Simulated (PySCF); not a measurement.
Species: C6H7N.
SMILES with atom numbers: `[N:1]#[C:2][C@@:3]12[CH2:4][CH2:5][C@@H:6]1[CH2:7]2` (hydrogens: H8, H9 on C4; H10, H11 on C5; H12 on C6; H13, H14 on C7)

Structure used (GFN2-xTB), in Å, numbered top down from 1:
```
atom  x, y, z in Å
N1     2.9671    1.2567   -0.3353
C2     1.9515    0.7777   -0.1013
C3     0.7004    0.2035    0.1836
C4    -0.5276    0.9746    0.6758
C5    -1.4221    0.0943   -0.2208
C6    -0.1928   -0.6697   -0.6918
C7     0.5170   -1.2648    0.4746
H8    -0.7042    0.9059    1.7488
H9    -0.5183    2.0213    0.3808
H10   -1.9089    0.6544   -1.0154
H11   -2.1666   -0.5096    0.2977
H12   -0.0201   -0.9955   -1.7043
H13   -0.0385   -1.5476    1.3573
H14    1.3624   -1.9018    0.2579
```

Method: TDDFT wB97X-D/def2-SVPD, vertical, gas phase, core orbitals frozen in the response (PySCF 2.14.0, density-fitted response routines).

Transition dipole moments from the ground state, in atomic units and in the frame of the coordinates above (overall signs are arbitrary), for the states with f of 0.002 or more among the lowest 7:

```csv
state,E (hartree),μx,μy,μz
S1,0.2521,0.207,0.091,0.030
S2,0.2713,-0.357,-0.443,0.039
S3,0.2827,0.383,0.073,0.054
S4,0.2909,0.053,0.046,-0.317
S5,0.3087,0.218,0.222,-0.027
S6,0.3173,-0.623,-0.336,0.320
S7,0.3189,-0.435,0.119,0.088
```

Problem. What oscillator strength does each state have?

Solution. f = (2/3) ΔE |μ|² with ΔE in hartree (27.2114 eV).

```tsv
state	|μ|² (au)	|μ| (D)	f
S1	0.052	0.58	0.009
S2	0.325	1.45	0.059
S3	0.155	1.00	0.029
S4	0.105	0.82	0.020
S5	0.097	0.79	0.020
S6	0.603	1.97	0.127
S7	0.211	1.17	0.045
```

Problem. Which bond between heavy atoms lies closest to the direction of the S6 transition dipole?

Solution. N1–C2 and C2–C3, at 13° from it; next C3–C7 at 53°.

Problem. What angle do the transition dipoles of S2 and S6 make?

Solution. |cos θ| = |μa·μb| / (|μa| |μb|) = 0.87, so θ ≈ 30° (taken between 0 and 90°, since the signs are arbitrary).

Problem. What peak molar absorption coefficient would the strongest computed level give as a lone Gaussian band 0.5 eV wide at half height?

Solution. ε(max) = 2.175×10⁸ f / FWHM, with the width in cm⁻¹. S6: 2.175×10⁸ × 0.1275 / 4033 ≈ 6900 L mol⁻¹ cm⁻¹.
